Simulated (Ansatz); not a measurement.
Wavefunction ladder for CH5FGaNSi (`F[SiH]1[CH2][GaH][NH]1`)

Z-matrix (Å, degrees):
```
Si
C 1 1.867
Ga 1 2.621 2 49.3
F 1 1.605 2 112.5 3 117.4
N 1 1.714 2 94.3 3 0.1
H 1 1.485 2 117.6 3 -121.2
H 2 1.091 1 116.4 3 115.3
H 2 1.091 1 115.0 3 -116.1
H 3 1.550 1 169.5 2 -170.5
H 5 1.006 1 130.3 2 -178.7
```

Charge 0, multiplicity 1. Correlated methods include outer-core shells of Ga, which these sets cover unevenly. Scalar relativity is left out up to krypton. The geometry is a stationary point of PBE0-D4/def2-TZVP. Frozen core, restricted reference, the Gaussian-basis code of Ansatz.

| basis | HF (Eh) | MP2 corr. | CCSD corr. | (T) | CCSD(T) total |
| --- | --- | --- | --- | --- | --- |
| def2-SVP | -2406.45608 | -0.79789 | -0.82162 | -0.02416 | -2407.30186 |
| def2-TZVPP | -2407.05661 | -0.97597 | -0.99582 | -0.03947 | -2408.09190 |
| def2-QZVPP | -2407.11548 | -1.28306 | – | – | – |
